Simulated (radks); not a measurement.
Values are calculated unless marked as measured or tabulated.
All-electron atom: W46+ in [Ar] 3d10.

Level of theory: scalar-relativistic Kohn-Sham, PBE, spin-polarised, spherical densities, finite nucleus; Fermi nuclear charge, rms radius 5.3658 fm (a radial shooting solver on a logarithmic mesh with Libxc functionals).

Energy parts (eV):
total: -398764.10
kinetic: 442665.41
electron-nucleus: -909407.11
Hartree: 74389.11
exchange-correlation: -6411.51

Orbitals (lengths in bohr, moments of r in powers of bohr; <r^-3> diverges for s and p1/2; r(90%) holds 90 % of the orbital's charge):
orbital,occ.,eigenvalue (eV),r(90%),<r>,<1/r>,<r^-3>
1s,2,-71837.40,0.0334,0.01835,87.06,-
2s,2,-14306.79,0.120,0.07741,20.40,-
2p,6,-12811.87,0.113,0.06925,18.49,19850
3s,2,-4956.364,0.288,0.1971,7.711,-
3p,6,-4510.820,0.292,0.1962,7.142,4648
3d,10,-4018.406,0.272,0.1765,6.751,602.3

The highest occupied level is 3d at -4018.4 eV. Summed over all electrons, <r^2> = 0.7684 bohr^2, which gives a Langevin (diamagnetic) susceptibility term of -0.609 x 10^-6 cm^3/mol. The density falls to 0.001 e/bohr^3 at r = 0.65 bohr. For comparison, the ionisation energy in NIST's Atomic Spectra Database is 4057 eV (measured). In exact Kohn-Sham theory the highest level is minus the ionisation energy, but local and semilocal functionals leave it too shallow, through self-interaction and a potential that decays too fast; potentials with the right tail come closer. The electron density at the nucleus is 1.507e+06 e/bohr^3 (large components only).
